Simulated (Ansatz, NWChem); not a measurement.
Strength of the Se–H bond: C2H6Se → C2H5Se + H

Species: C2H6Se `CC[SeH]`, singlet; C2H5Se `CC[Se]`, doublet; H atom, doublet. 

Shapes, held fixed at every level: PBE0-D4/def2-TZVP. Flexible molecules stand in one conformer, not always the lowest. Programs: Ansatz 0.2.0, NWChem 7.3.0, OpenMolcas 26.06. A level may come from different programs for different species; with the same settings they agree closely. The zero-point and thermal change to 298 K, harmonic and unscaled (PBE0-D4/def2-TZVP), is -18.6 kJ/mol.

| level | kind | ΔH(298 K) (kJ/mol) | less CCSD(T)/def2-TZVPP |
| --- | --- | --- | --- |
| PBE-D4/def2-TZVPP | GGA | +321.9 | -5.8 |
| B3LYP/6-31G* (spherical functions) | global hybrid | +315.8 | -11.9 |
| PBE0/def2-SVP | global hybrid | +317.5 | -10.2 |
| PBE0-D4/def2-TZVPP | global hybrid | +319.5 | -8.2 |
| r2SCAN0-D4/def2-TZVPP | global hybrid | +319.5 | -8.2 |
| B2PLYP/def2-TZVPP | double hybrid | +322.7 | -5.0 |
| CCSD/def2-TZVPP | coupled cluster or CI | +323.4 | -4.3 |
| CCSD(T)/def2-TZVPP | coupled cluster or CI | +327.7 | 0.0 |

The highest level, CCSD(T)/def2-TZVPP, gives ΔH(298 K) = +327.7 kJ/mol; the levels span +315.8 to +327.7. The column of differences is taken from that level and isn't an error. No measured value is set beside it here. Open shells run unrestricted unless RO is named. Relativity is left out for Se unless named. Correlated rows may include outer-core shells of Se, which these sets cover unevenly.
